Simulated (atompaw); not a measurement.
## LDA (PW92) PAW (atompaw) dataset for iridium, scalar-relativistic all-electron reference.

* Element: iridium (Ir)
* Generator: atompaw 4.2.0.5
* Type: PAW
* Functional: LDA (PW92)
* Relativity: scalar-relativistic
* Frozen core: [Kr] 4d10 4f14
* Valence charge: 17
* Reference configuration: 5s2 5p6 5d7 6s2 6p0
* Partial waves: 5s (bound): rc 1.75 bohr; 6s (bound): rc 2.10 bohr; 5p (bound): rc 2.05 bohr; 6p (bound, empty): rc 2.10 bohr; 5d (bound): rc 2.10 bohr; 5d channel at 4.55 Ry: rc 2.10 bohr
* Local potential: troulliermartins scheme with l = 3 at -0.5 Ry, radius 1.65 bohr
* Core correction: smooth core density matched at 1.95 bohr
* Augmentation charge: besselshape compensation charge, radius 2.00 bohr; PAW radius 2.10 bohr; waves and projectors: custom polynom2 7 10 vanderbiltortho

All-electron outer shells of the reference configuration (LDA (PW92), scalar-relativistic, ld1.x):

```
shell  level (eV)  outermost node (bohr)  outermost maximum (bohr)
   4d     -290.87                   0.21                      0.42
   5s      -98.30                   0.50                      0.89
   4f      -62.54                      –                      0.39
   5p      -54.92                   0.54                      1.01
   5d       -7.36                   0.59                      1.31
   6s       -6.58                   1.17                      2.38
   6p       -1.35                   1.39                      3.43
```

(1) Estimate the cutoffs (Ry, on a coarse ladder) from which the occupation-weighted sum of valence levels, in a spherical-Bessel basis at the reference potential, stays within 10 and 1 mRy of its value at 400 Ry.

(2) Does the potential have ghost states?

(3) Is the overlap operator S = 1 + Σ q|β⟩⟨β| positive definite (Bessel basis up to 400 Ry)?

Answers

(1) 21 Ry and 40 Ry.

(2) No extra level below or beside the all-electron valence levels (s, p, d, f tested). The logarithmic derivative shows an extra or strongly shifted pseudo pole above the reference energy (s near 1.21 Ry).

(3) Yes: its lowest eigenvalue is 0.44 (s channel).
